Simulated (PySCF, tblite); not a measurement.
Isomers of C2H7FNSi (doublet state), one GFN2-xTB conformer each. Single-point energies are computed at B3LYP/pcH-1 (PySCF, gas phase, no added dispersion term), electronic only. GFN2-xTB treats the open shell by occupation alone, and not every SCF solution was tested for stability.

```tsv
SMILES	GFN2-xTB relative energy (kJ/mol)
C[CH][Si@H](N)F	0.0
[CH2]C[Si@H](N)F	21.9
```

Conformers: `[CH3:1][CH:2][Si@H:3]([NH2:4])[F:5]` (doublet state) with C1–C2–Si3–N4 140°, C2–Si3–N4–H 67° and -72°; `[CH2:1][CH2:2][Si@H:3]([NH2:4])[F:5]` (doublet state) with H–C1–C2–Si3 -85° and 82°, C1–C2–Si3–N4 56°, C2–Si3–N4–H -161° and 54°.

Q: What does B3LYP/pcH-1 give for the same structures?

A: 
```json
{"SMILES": "C[CH][Si@H](N)F", "B3LYP/pcH-1 E (Eh)": "-524.58813", "B3LYP/pcH-1 (kJ/mol)": "0.0", "GFN2-xTB (kJ/mol)": "0.0", "point group": "C1"}
{"SMILES": "[CH2]C[Si@H](N)F", "B3LYP/pcH-1 E (Eh)": "-524.58273", "B3LYP/pcH-1 (kJ/mol)": "14.2", "GFN2-xTB (kJ/mol)": "21.9", "point group": "C1"}
```

Both levels put the same isomer lowest. Neighbours under 21 kJ/mol apart (C[CH][Si@H](N)F and [CH2]C[Si@H](N)F) can change places with a better method, another conformer or zero-point energy.

Q: What happens when harmonic zero-point energies from GFN2-xTB frequencies are added?

A: 
| SMILES | ZPE (kJ/mol) | electronic (kJ/mol) | with ZPE (kJ/mol) |
| --- | --- | --- | --- |
| C[CH][Si@H](N)F | 229.2 | 0.0 | 0.0 |
| [CH2]C[Si@H](N)F | 227.3 | 14.2 | 12.3 |

The zero-point energies span 1.9 kJ/mol. The order is unchanged.

Q: As an exercise, what shares would exp(−E/RT) give at 2000 K from these electronic energies alone (no entropy, no degeneracies)?

A: RT = 16.629 kJ/mol: C[CH][Si@H](N)F 70.1 %, [CH2]C[Si@H](N)F 29.9 %.
